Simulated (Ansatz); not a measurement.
Ideal-gas functions of C₃H₅Ga, SMILES `C=[C]1[CH2][GaH]1` at 800 K and 1 bar, from an Ansatz frequency run at PBE0-D4/def2-TZVP.

Molar mass 110.8 g/mol, point group C1 (symmetry number 1), electronic degeneracy 1, moments of inertia 40.071, 147.302, 182.789 u Å². Harmonic wavenumbers (cm⁻¹, unscaled): 152, 293, 389, 444, 499, 523, 609, 702, 909, 936, 940, 1018, 1121, 1402, 1437, 1694, 2061, 3057, 3098, 3135, 3204.

Use S(trans) = R[1.5 ln M + 2.5 ln T − 1.1517]; rotational temperatures θ = 24.2544 K / I; S(rot) = R[ln(√π/σ · √(T³/θAθBθC)) + 1.5]; for each mode x = 1.438777 ν̃/T, S = R[x/(eˣ − 1) − ln(1 − e⁻ˣ)] and H = RT x/(eˣ − 1); 1 cm⁻¹ = 0.0119627 kJ/mol; R = 8.31446 J/(mol·K).

By hand: the entropy, in J/(mol·K).

Translation 188.1. Rotation: θ = 0.6053, 0.1647, 0.1327 K, giving 118.6. Vibration, mode by mode: 19.12, 13.74, 11.45, 10.40, 9.49, 9.12, 7.96, 6.91, 5.10, 4.90, 4.87, 4.36, 3.76, 2.53, 2.41, 1.67, 0.98, 0.22, 0.21, 0.20, 0.18, in all 119.6. Electronic 0.0. Sum 426.3 J/(mol·K).

By hand: H − E and G − E in kJ/mol, counted from the electronic energy.

Zero-point energy ½ × 27623 × 0.0119627 = 165.2; thermal vibration 52.0; translation, rotation and pV give 4 RT = 26.6. H − E = 243.8 kJ/mol, and G − E = 243.8 − 800 × 426.3/1000 = -97.2 kJ/mol.

Vibration gives 28 % of the entropy. The sum counts one conformer and one mirror image; others add a mixing term.
